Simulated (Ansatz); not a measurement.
Constitutional and geometric isomers with formula C2H4Si. All species are isolated molecules in the gas phase. Strings in code marks are SMILES.

Quantity: electronic energy of isomers of C2H4Si relative to `C#C[SiH3]`, in kcal/mol.

Case: `C1=C[SiH2]1`. Geometry of `C1=C[SiH2]1` (neutral, multiplicity 1, Å):

```xyz
7

C     -0.7036     0.7082    -0.0104
C     -0.7827    -0.6197    -0.0044
Si     0.9387    -0.0559     0.0094
H     -1.4111     1.5262    -0.0214
H     -1.5824    -1.3480    -0.0085
H      1.7824    -0.1116    -1.2022
H      1.7588    -0.0992     1.2376
```

Task: What is the computed electronic energy of isomers of C2H4Si relative to `C#C[SiH3]` (frozen-core CCSD(T)/cc-pVTZ // B3LYP-D3(BJ)/def2-TZVP (Ansatz, an electronic-structure program))?

Result: 9.35 kcal/mol.
